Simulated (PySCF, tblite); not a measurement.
Isomers of C6H14ClFSi, one GFN2-xTB conformer each. Single-point energies are computed at PBE0/pcSseg-1 (PySCF, gas phase, no added dispersion term), electronic only.

Task: Rank them by PBE0/pcSseg-1 energy, lowest first (kJ/mol).
A. `[CH3:1][CH:2]([CH3:3])[SiH2:4][C@:5]([CH3:6])([Cl:7])[CH2:8][F:9]` with C1–C2–Si4–C5 61°, C2–Si4–C5–C6 47°, Si4–C5–C8–F9 -60°
B. `[CH3:1][SiH2:2][C@@H:3]([Cl:4])[C@@H:5]([CH3:6])[C@@H:7]([CH3:8])[F:9]` with C1–Si2–C3–Cl4 55°, Si2–C3–C5–C6 -52°, C3–C5–C7–C8 168°
C. `[CH3:1][SiH2:2][C@@H:3]([Cl:4])[C@H:5]([CH3:6])[C@@H:7]([CH3:8])[F:9]` with C1–Si2–C3–Cl4 70°, Si2–C3–C5–C6 -65°, C3–C5–C7–C8 178°
D. `[CH3:1][CH2:2][Si@@H:3]([F:4])[CH2:5][C@@H:6]([CH3:7])[CH2:8][Cl:9]` with C1–C2–Si3–F4 174°, C2–Si3–C5–C6 -152°, Si3–C5–C6–C7 178°, C5–C6–C8–Cl9 -55°
E. `[CH3:1][C@@H:2]([SiH3:3])[C@:4]([CH3:5])([CH2:6][F:7])[CH2:8][Cl:9]` with C1–C2–C4–C5 46°, C2–C4–C6–F7 -68°, C2–C4–C8–Cl9 -63°
F. `[CH3:1][C@@H:2]([SiH3:3])[C@@:4]([CH3:5])([CH2:6][F:7])[CH2:8][Cl:9]` with C1–C2–C4–C5 70°, C2–C4–C6–F7 -49°, C2–C4–C8–Cl9 -173°

Result: D (0.0), C (173.3), B (181.6), A (209.0), E (238.2), F (244.4).

As drawn, the lowest has an Si–F bond, which the highest lacks; the highest has a quaternary carbon, which the lowest lacks. Neighbours under 10 kJ/mol apart (C[SiH2][C@@H](Cl)[C@H](C)[C@@H](C)F and C[SiH2][C@@H](Cl)[C@@H](C)[C@@H](C)F; C[C@@H]([SiH3])[C@](C)(CF)CCl and C[C@@H]([SiH3])[C@@](C)(CF)CCl) can change places with a better method, another conformer or zero-point energy. C[SiH2][C@@H](Cl)[C@H](C)[C@@H](C)F and C[SiH2][C@@H](Cl)[C@@H](C)[C@@H](C)F are stereoisomers, 8.3 kJ/mol apart in the conformers taken. C[C@@H]([SiH3])[C@](C)(CF)CCl and C[C@@H]([SiH3])[C@@](C)(CF)CCl are stereoisomers, 6.2 kJ/mol apart in the conformers taken. GFN2-xTB itself gives, in the same order: 0.0, 152.5, 155.8, 161.2, 150.8, 152.4. Both levels put the same isomer lowest; measured from each level's own lowest isomer, the values differ by up to 92.0 kJ/mol (C[C@@H]([SiH3])[C@@](C)(CF)CCl: 152.4 against 244.4).

Task: Which frontier levels, dipoles and rotational constants go with these structures?

Result: 
| SMILES | HOMO (eV, PBE0/pcSseg-1) | LUMO (eV) | dipole (D) | A, B, C (MHz) |
| --- | --- | --- | --- | --- |
| CC[Si@@H](F)C[C@@H](C)CCl | -8.21 | 0.54 | 1.70 | 1593, 580.4, 553.0 |
| C[SiH2][C@@H](Cl)[C@H](C)[C@@H](C)F | -7.83 | 0.63 | 1.67 | 1740, 626.6, 617.3 |
| C[SiH2][C@@H](Cl)[C@@H](C)[C@@H](C)F | -7.91 | 0.50 | 1.75 | 1622, 744.3, 587.2 |
| CC(C)[SiH2][C@](C)(Cl)CF | -7.88 | 0.36 | 1.09 | 1538, 768.1, 607.9 |
| C[C@@H]([SiH3])[C@](C)(CF)CCl | -8.23 | 0.70 | 2.48 | 1291, 833.4, 794.6 |
| C[C@@H]([SiH3])[C@@](C)(CF)CCl | -8.31 | 0.51 | 1.75 | 1408, 766.5, 691.7 |

Task: What happens when harmonic zero-point energies from GFN2-xTB frequencies are added?

Result: 
```json
{"SMILES": "CC[Si@@H](F)C[C@@H](C)CCl", "ZPE (kJ/mol)": "494.2", "electronic (kJ/mol)": "0.0", "with ZPE (kJ/mol)": "0.0"}
{"SMILES": "C[SiH2][C@@H](Cl)[C@H](C)[C@@H](C)F", "ZPE (kJ/mol)": "483.6", "electronic (kJ/mol)": "173.3", "with ZPE (kJ/mol)": "162.6"}
{"SMILES": "C[SiH2][C@@H](Cl)[C@@H](C)[C@@H](C)F", "ZPE (kJ/mol)": "484.1", "electronic (kJ/mol)": "181.6", "with ZPE (kJ/mol)": "171.5"}
{"SMILES": "CC(C)[SiH2][C@](C)(Cl)CF", "ZPE (kJ/mol)": "485.7", "electronic (kJ/mol)": "209.0", "with ZPE (kJ/mol)": "200.4"}
{"SMILES": "C[C@@H]([SiH3])[C@](C)(CF)CCl", "ZPE (kJ/mol)": "482.4", "electronic (kJ/mol)": "238.2", "with ZPE (kJ/mol)": "226.4"}
{"SMILES": "C[C@@H]([SiH3])[C@@](C)(CF)CCl", "ZPE (kJ/mol)": "481.7", "electronic (kJ/mol)": "244.4", "with ZPE (kJ/mol)": "231.8"}
```

The zero-point energies span 12.5 kJ/mol. The order is unchanged.
